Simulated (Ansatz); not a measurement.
Consider the redistribution: `CO[SiH](Br)OC` + `FB(F)I` → `CO[SiH](I)OC` + `FB(F)Br`.

Isolated molecules relaxed with PBE0-D4/def2-TZVP in Ansatz; ΔE leaves out vibrations. CCSD(T)/CBS is the MP2 limit (def2-TZVPP, def2-QZVPP) plus CCSD(T) − MP2 in def2-TZVPP, frozen cores. Functionals use def2-TZVPP. B3LYP here is the variant with VWN-RPA as its local correlation; programs differ in this. Elements past krypton have def2 core potentials. For Br, I outer-core shells are correlated without core-valence functions, which leaves a few kJ/mol of doubt a bond. Scalar relativity is left out up to krypton. Each species was taken in one conformer, which may not be the lowest.

`CO[SiH](Br)OC`:

Z-matrix (Å, degrees):
```
C
O 1 1.411
H 1 1.094 2 111.0
H 1 1.090 2 107.8 3 -119.2
H 1 1.095 2 111.5 3 121.6
Si 2 1.616 1 125.5 3 -63.3
O 6 1.616 2 105.6 1 175.8
Br 6 2.230 2 110.4 1 56.5
H 6 1.480 2 112.5 1 -61.1
C 7 1.411 6 125.5 2 -175.9
H 10 1.094 7 111.0 6 63.3
H 10 1.090 7 107.8 6 -177.5
H 10 1.095 7 111.5 6 -58.3
```

`FB(F)I`:

Z-matrix (Å, degrees):
```
B
F 1 1.309
I 1 2.120 2 120.4
F 1 1.309 2 119.1 3 180.0
```

`CO[SiH](I)OC`:

Z-matrix (Å, degrees):
```
C
O 1 1.411
H 1 1.094 2 111.0
H 1 1.090 2 107.9 3 119.4
H 1 1.095 2 111.2 3 -121.4
Si 2 1.624 1 127.5 3 57.8
O 6 1.615 2 109.2 1 -171.6
I 6 2.459 2 108.2 1 -51.1
H 6 1.474 2 113.3 1 68.8
C 7 1.414 6 126.1 2 59.0
H 10 1.093 7 111.0 6 -61.9
H 10 1.090 7 107.8 6 178.7
H 10 1.094 7 110.9 6 59.5
```

`FB(F)Br`:

Z-matrix (Å, degrees):
```
B
F 1 1.309
Br 1 1.903 2 120.4
F 1 1.309 2 119.2 3 180.0
```

Problem. Is it downhill or uphill in electronic energy at CCSD(T)/CBS, and by how much? (Estimate.)

Solution. Computed: Downhill: ΔE = -0.12 eV.

Problem. What do these levels give: PBE-D4, ωB97M-V, PBE, PBE0, B3LYP, SCS-MP2/def2-TZVPP, CCSD/def2-TZVPP, HF/def2-QZVPP, MP2/def2-QZVPP, SCS-MP2/def2-QZVPP, MP2/CBS(def2), CCSD/CBS(def2)? (Best estimate.)

Solution. Computed: PBE-D4 -0.12, ωB97M-V -0.10, PBE -0.11, PBE0 -0.11, B3LYP -0.09, SCS-MP2/def2-TZVPP -0.10, CCSD/def2-TZVPP -0.09, HF/def2-QZVPP -0.08, MP2/def2-QZVPP -0.13, SCS-MP2/def2-QZVPP -0.11, MP2/CBS(def2) -0.14, CCSD/CBS(def2) -0.11 eV.

Largest T1 diagnostic among the species: 0.011.
